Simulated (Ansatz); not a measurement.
Job for Ansatz (a quantum-chemistry and plane-wave program): R-BLYP/def2-TZVPP on H2O2Pb (SMILES [OH][Pb][OH]), a point of a torsion scan. Elements past Kr take the def2 small-core potentials; no spin–orbit coupling.

Ansatz 0.2 input:
```yaml
crystal:
  periodic: [false, false, false]
  atoms:
    - {symbol: O, position_ang: [1.47693570, 0.41380162, -0.51684376]}
    - {symbol: Pb, position_ang: [-0.18334428, -0.79140532, -0.98705460]}
    - {symbol: O, position_ang: [0.22925506, -2.59491184, 0.01571304]}
    - {symbol: H, position_ang: [2.24167100, 0.21854879, 0.01585343]}
    - {symbol: H, position_ang: [0.97466980, -2.83733235, 0.55633594]}
basis:
  gaussian:
    orbitals: def2-TZVPP
hamiltonian:
  xc: {name: BLYP}
scf: {lower_state_search: off}
```

The log:

```
WARN ansatz: RAYON_NUM_THREADS=1 ignored (pool sized by the plan → 1); use --threads N
Functional definition: BLYP
these checks for a lower state are left out or cut short: stability, starts, cluster_reference, orbital_swaps, neighbouring_geometries, increment
integrals: 0.04 GiB planned
802 factors; their error is unknown
mean field: 0.37 GiB planned
mean field evaluation 1: about -9358.1625 eV, gradient 1.1e2 eV
mean field evaluation 2: about -9095.7479 eV, gradient 2.7e2 eV
mean field evaluation 4: about -9375.7859 eV, gradient 3.1e1 eV
mean field evaluation 8: about -9377.1474 eV, gradient 3.1e-1 eV
mean field evaluation 16: about -9377.1439 eV, gradient 3.0e-4 eV
mean field -9377.14392242 eV, -344.6036830925 hartree, gradient 4.6e-6 eV, S^2 0.000000; 0 other end points of the search recorded, 0 dependent functions left out
reference -9377.14421665 eV, -344.6036939054 hartree; 20, 20 occupied and 120, 120 virtual orbitals, 802 factors
Total energy: -9377.14421665 eV, -344.6036939054 hartree
Checks for a lower state left out: stability, starts, cluster_reference, orbital_swaps, neighbouring_geometries, increment
```

The calculation finished and met its thresholds.

Cost: around 1.0 core-seconds (rough).
